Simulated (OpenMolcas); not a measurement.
W4+ (d2) in a complex was computed by SS-CASPT2, IPEA 0.25 Eh, imaginary shift 0.1 Eh with the d shell active (OpenMolcas, ANO-RCC-VDZP on the metal). Its lowest spin-free states, and all those of the highest spin:

```json
{"2S+1": "3", "Degeneracy": "1", "E (cm-1)": "0"}
{"2S+1": "1", "Degeneracy": "2", "E (cm-1)": "7020"}
{"2S+1": "3", "Degeneracy": "3", "E (cm-1)": "9400"}
{"2S+1": "1", "Degeneracy": "1", "E (cm-1)": "13240"}
{"2S+1": "3", "Degeneracy": "3", "E (cm-1)": "13600"}
{"2S+1": "1", "Degeneracy": "3", "E (cm-1)": "15970"}
{"2S+1": "1", "Degeneracy": "3", "E (cm-1)": "17740"}
{"2S+1": "3", "Degeneracy": "3", "E (cm-1)": "21760"}
{"2S+1": "1", "Degeneracy": "2", "E (cm-1)": "24970"}
{"2S+1": "1", "Degeneracy": "3", "E (cm-1)": "26940"}
{"2S+1": "1", "Degeneracy": "1", "E (cm-1)": "35400"}
```

Is the site octahedral, tetrahedral or cube-like, axial, or of lower symmetry?

The states with 2S+1 = 3 have orbital degeneracies 1, 3, 3, 3. Threefold states need a cubic site. For d2 at this spin an octahedron puts the threefold T1 below the threefold T2 and a tetrahedron or cube puts the single A2 below the threefold T2, so the site is a tetrahedron or a cube, which this pattern cannot tell apart. The first gap at this spin, 9400 cm-1, is |10Dq| in ligand-field theory. The run had W4+ with 4 ligands (chloride) in tetrahedral coordination (Td) at 2.37 Å. Ligand basis ANO-RCC-VDZP.

Roots that are degenerate in the reference are averaged as groups; the widest CASPT2 spread within a group is 200 cm-1 (the 3-fold group of multiplicity 1 near 16000 cm-1 above the lowest state of its run). Shifts and gaps below about the spread of the groups concerned are not significant. Over all roots computed the reference weight is 0.71 to 0.72; a low but even weight reflects the number of correlated electrons. The least metal-like active orbital is 71 % on the metal (Löwdin) and no ligand orbital is active, so the numbers are rough. Ligand-to-metal charge-transfer states are missing. With no ligand orbital active B as a rule stays too high, so bands that hang on it stand too high and its fall with covalency is understated. With one d shell and no ligand orbital active, 10Dq can be off by a tenth or more. The distance lies 3 % over the 2.29 Å that this model takes as the normal distance (a Shannon-type radius plus a fixed donor radius); by an R⁻⁵ law this alone changes a d-shell field by about -16 %. No measured value stands beside these numbers; the geometry was imposed, not optimised, and the real ion may take another.
